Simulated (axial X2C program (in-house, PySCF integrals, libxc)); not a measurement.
**Levels of SnH by electron attachment to SnH⁺ (EOM-EA-CCSD)**

Calculated with an axial X2C code built on PySCF integrals: two-component X2C with atomic mean-field Coulomb and Gaunt terms, Gaussian nuclei, basis Sn dyall-acv3z, H dyall-av3z with contracted cores.

R = 1.780 Å (near the PBE0 minimum at charge 0 of the determinant lowest at the starting distance; the state shown can have its own minimum elsewhere).

Hartree–Fock spinors of SnH⁺ (one of each Kramers pair; a window near the gap, which can cut inner shells):

```
  ω  occupied  ε (eV)                    character
1/2       yes  -22.51   55% Sn s, 31% H s, 10% H p
1/2       yes  -16.18  50% Sn p, 26% H s, 18% Sn s
1/2        no   -6.45    85% Sn p, 11% H p, 4% H d
3/2        no   -6.20    85% Sn p, 11% H p, 4% H d
1/2        no   -2.78    46% Sn s, 37% H s, 8% H p
1/2        no   -2.35  49% Sn d, 29% Sn p, 11% H s
1/2        no   -1.86                     97% Sn p
3/2        no   -1.81                     99% Sn p
```

Levels of SnH obtained by attaching an electron to SnH⁺:

```
  Ω  binding energy (eV)  above lowest (cm⁻¹)                 attached spinor  one-particle weight
1/2                7.205                    0             85% Sn pπ, 10% H pπ                 0.96
3/2                6.950                 2052             85% Sn pπ, 11% H pπ                 0.96
1/2                3.227                32079  32% Sn sσ, 23% H sσ, 16% Sn pσ                 0.97
1/2                2.757                35869  40% Sn dσ, 23% H sσ, 21% Sn sσ                 0.97
1/2                1.995                42020            73% Sn pπ, 23% Sn pσ                 0.99
3/2                1.943                42441                       98% Sn pπ                 0.98
```

Problem. What is the splitting of the first π pair in the table, and is it regular or inverted?

Solution. E(3/2) − E(1/2) = 2052 − 0 = 2052 cm⁻¹ at EOM-EA-CCSD: regular, Ω = 1/2 lower. Splittings at this level can be off by ten to twenty per cent.

This point took 30 s on 1 thread of Intel(R) Xeon(R) Processor @ 2.30GHz, with other jobs on the host.

Reference electrons by ω block (each with its −ω partner): 1/2: 16, 3/2: 7, 5/2: 2. 14 electrons of SnH⁺ correlated (inner shells frozen), 92 natural virtual spinors (a truncated set); levels can be off by some tenths of an eV. Roots sought by Ω: (1/2: 5, 3/2: 4, 5/2: 2, 7/2: 1); the list ends where they run out and leaves out roots under 60 % one-particle weight. The solver can skip a root, and states that need a further excitation, which the method places far too high, are missing though they may lie low or lowest. T1 of the reference 0.012 (Lee–Taylor). The reference was not checked to be the lowest state of its species. Number of frozen shells: Sn 4 s, 3 p, 1 d; H none. Left out with split weight: Ω = 3/2 at 2.03 eV (0.28), Ω = 5/2 at 2.02 eV (0.27).
